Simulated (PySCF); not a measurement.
## Unknowns

Isolated molecule, one computed conformer, averaged over atoms made equivalent by symmetry, fast rotation or ring inversion, non-relativistic. Geometry: GFN2-xTB; PBE0/pcSseg-1 with gauge-including orbitals; PySCF 2.14.

References, each an isolated molecule treated in the same way: ¹H and ¹³C against TMS. Splittings of carbon signals by F and P are missing where no couplings were computed. Where no couplings were computed, multiplicities follow the n + 1 count of equivalent neighbours, and m marks all less simple cases (inequivalent or close neighbours, rings, F or P nearby). Acid and N–H amide carbonyl carbons lie up to 10 ppm further downfield in solution (hydrogen bonding). Shifts are as computed. Against solution values, carbons near 30 ppm lie about +3 ppm off and those near 130 ppm about +5 ppm. Of 1211 compounds with measured shifts, 218 miss one by over three times the rms of a fit or turn the order of signals round; such compounds aren't used in these exercises. OH and NH positions are gas-phase values without hydrogen bonding to other molecules.

(1) C$_{5}$H$_{7}$F$_{4}$P. ¹H NMR (500 MHz, computed): δ 2.54 (m, 3H), 2.30 (m, 2H), 2.24 (m, 2H). ¹³C{¹H} NMR (computed): δ 231.3, 135.4, 36.3, 27.3, 20.5. What is it?

(2) C$_{6}$H$_{8}$O$_{3}$Si. ¹H NMR (400 MHz, computed): δ 7.79 (m, 1H), 7.12 (m, 1H), 6.17 (br s, 1H), 4.78 (q, 2H), 0.40 (t, 3H). ¹³C{¹H} NMR (computed): δ 165.2 (C), 163.0 (C), 154.4 (C), 129.5 (CH), 129.0 (CH), -6.3 (CH3). Give a structure.

Answers

(1) `C/C(F)=P/CCC(F)(F)F`. 5 carbon signals for 5 carbons: no two carbons are equivalent. Carbon types of the structure: 2 × C, 2 × CH2, 1 × CH3, which accounts for all hydrogens. δC 231.3: carbon double-bonded to a heavier main-group atom. δC 135.4: CF3 carbon; 3 electronegative neighbours deshield it. δC 36.3: sp3 CH2; a saturated carbon with 2 carbon neighbours and no heteroatom attached. δC 27.3: methyl carbon; saturated and bonded to C and H only.

The data come from this structure; uniqueness wasn't tested.

(2) SMILES C[SiH2]c1ccc(C(=O)O)o1. The formula gives 4 degrees of unsaturation (1 ring in the answer). 6 carbon signals for 6 carbons: no two carbons are equivalent. Carbon types of the structure: 3 × C, 2 × CH, 1 × CH3, leaving 3 H on heteroatoms. δC 165.2, 154.4: substituted aromatic carbon next to the ring oxygen. δC 163.0: carboxylic acid carbon; lone-pair donation from the attached heteroatom keeps it upfield of a ketone carbonyl. δC 129.5, 129.0: aromatic CH; the aromatic region. δH 7.79, 7.12: hydrogen on an aromatic CH.

This is the structure that produced the data.
